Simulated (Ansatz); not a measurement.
Basis sets compared for Ga3H6⁺ (the lowest singlet isomer of a short search). Charge 1, multiplicity 1. Geometry PBE0-D4/def2-SVP. Ansatz on 4 threads of Arm Neoverse V1 on a shared host; times are rough, and most runs start from earlier orbitals.

```csv
atom,x (Å),y (Å),z (Å)
Ga1,-0.0354,1.4812,-0.2418
Ga2,-0.1066,-1.0304,-0.8954
Ga3,0.2217,0.1939,1.8168
H4,-0.2261,-2.1708,-1.9198
H5,0.3981,-0.3922,3.2428
H6,-1.2666,0.2324,-0.7068
H7,-0.1369,2.7789,-1.0611
H8,0.0938,-1.3330,0.7531
H9,1.0580,0.2400,-0.9877
```

The 6-31G sets use Cartesian d functions. B3LYP takes the VWN-RPA correlation. The structure comes from a short search, and lower isomers may exist.

```
           level  functions  energy (Eh)  HOMO (eV)  LUMO (eV)  wall time
       HF/STO-3G         60   -5705.9222     -13.40      -2.27      0.4 s
        HF/6-31G         99   -5771.9542     -15.14      -4.27     0.95 s
 PBE-D4/def2-SVP        126   -5776.2600     -11.65      -7.84      1.3 s
  B3LYP-D4/6-31G         99   -5776.9970     -12.58      -7.30      1.8 s
PBE0-D4/def2-SVP        126   -5776.3872     -12.66      -7.05      2.2 s
```

Q: Estimate the rows for HF/def2-TZVP, PBE-D4/def2-TZVP, B3LYP-D4/def2-TZVP, PBE0-D4/def2-TZVP.

A: 
| level | functions | energy (Eh) | HOMO (eV) | LUMO (eV) | wall time |
| --- | --- | --- | --- | --- | --- |
| HF/def2-TZVP | 180 | -5772.9738 | -14.94 | -4.15 | 2.5 s |
| PBE-D4/def2-TZVP | 180 | -5777.0076 | -11.63 | -7.83 | 2.4 s |
| B3LYP-D4/def2-TZVP | 180 | -5778.0572 | -12.46 | -7.29 | 3.5 s |
| PBE0-D4/def2-TZVP | 180 | -5777.1310 | -12.62 | -7.04 | 3.8 s |
